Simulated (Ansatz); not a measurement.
The pair A = CH4 (SMILES C) (first 5 atoms), B = GeH4 (SMILES [GeH4]); geometry from B3LYP-D3(BJ)/def2-TZVP.
(charge 0, multiplicity 1):
```
atom    x (Å)    y (Å)    z (Å)
----  -------  -------  -------
C     -0.0018   0.1534   0.2415
H     -0.9217  -0.3300   0.5678
H      0.8533  -0.4423   0.5580
H     -0.0023   0.2394  -0.8443
H      0.0636   1.1463   0.6843
Ge     0.0018  -0.1533   4.0574
H      0.9568  -1.1911   3.4508
H      0.4601   1.2581   3.6634
H      0.0108  -0.2842   5.5883
H     -1.4205  -0.3962   3.5328
```

Frozen-core correlation. Filled d and f shells under p-block atoms count as core. MP2 and its Hartree–Fock in aug-cc-pVQZ, aug-cc-pVTZ are density fitted.

The values were computed with Ansatz (Gaussian basis) for Hartree–Fock, density functionals and correlated methods. 

The counterpoise-corrected interaction energy is E(AB) − E(A in the pair's basis) − E(B in the pair's basis). Total energies (hartree):

```json
[
 {"level": "HF/aug-cc-pVTZ", "AB": "-2117.9308358", "A in the pair's basis": "-40.2135952", "B in the pair's basis": "-2077.7181852"},
 {"level": "MP2/aug-cc-pVTZ", "AB": "-2118.2750845", "A in the pair's basis": "-40.4145090", "B in the pair's basis": "-2077.8594476"},
 {"level": "HF/aug-cc-pVQZ", "AB": "-2117.9374600", "A in the pair's basis": "-40.2162116", "B in the pair's basis": "-2077.7221881"},
 {"level": "MP2/aug-cc-pVQZ", "AB": "-2118.2994989", "A in the pair's basis": "-40.4273442", "B in the pair's basis": "-2077.8709601"},
 {"level": "MP2/aug-cc-pVDZ", "AB": "-2118.1312607", "A in the pair's basis": "-40.3680313", "B in the pair's basis": "-2077.7623415"},
 {"level": "CCSD(T)/aug-cc-pVDZ", "AB": "-2118.1926494", "A in the pair's basis": "-40.3958670", "B in the pair's basis": "-2077.7958327"}
]
```

### Question
Work out the counterpoise-corrected interaction energy at the basis-set limit: extrapolate the MP2 correlation part as X⁻³, take Hartree–Fock from the larger set, and add the CCSD(T) − MP2 difference of aug-cc-pVDZ.

### Answer

1. Differences (1 hartree = 627.509 kcal/mol): HF/aug-cc-pVTZ 0.593; MP2/aug-cc-pVTZ -0.708; HF/aug-cc-pVQZ 0.590; MP2/aug-cc-pVQZ -0.750; MP2/aug-cc-pVDZ -0.557; CCSD(T)/aug-cc-pVDZ -0.596.
2. Correlation parts, MP2 less HF: -1.301 in aug-cc-pVTZ (X = 3), -1.339 in aug-cc-pVQZ (X = 4).
3. Limit (4³·(-1.339) − 3³·(-1.301))/(4³ − 3³) = -1.368; with HF/aug-cc-pVQZ it gives -0.778.
4. CCSD(T) less MP2 in aug-cc-pVDZ: -0.039.
Result: -0.82 kcal/mol, against -0.71 at MP2/aug-cc-pVTZ. It is an estimate of this method's limit, not of the exact value.

Ansatz is a first-principles code.
